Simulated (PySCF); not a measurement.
Working out the ionisation energy of Mg²⁺

Mg²⁺ [Ne] (1S) → Mg³⁺ [He] 2s2 2p5 (2P). Calculation: PySCF 2.14, in aug-cc-pVDZ (5s4p2d, 27 functions); the non-relativistic Hamiltonian (point nucleus). Frozen: [He] 2s2. Energies in hartree (1 hartree = 27.21139 eV):

```csv
part,Mg²⁺ (lower),Mg³⁺ (upper)
UHF,-198.824239,-195.846414
CCSD correlation,-0.001798,-0.000458
(T),-0.000028,-0.000002
```

Task: What does Hartree-Fock give?

Result: (-195.846414) − (-198.824239) = 2.977825 hartree = 81.031 eV.

Task: What do CCSD and CCSD(T) give?

Result: The CCSD correlation energies differ by 0.001340 hartree = 0.036 eV and the triples by 0.000026 hartree = 0.001 eV, so CCSD gives 81.067 eV and CCSD(T) 81.068 eV.

Reference: 80.144 eV (measured; NIST Atomic Spectra Database, ionization energies), between the lowest levels; spin-orbit coupling is absent from the calculation.

A double-zeta basis recovers only part of the correlation energy.

What remains against the reference includes basis incompleteness, the frozen core and higher excitations.
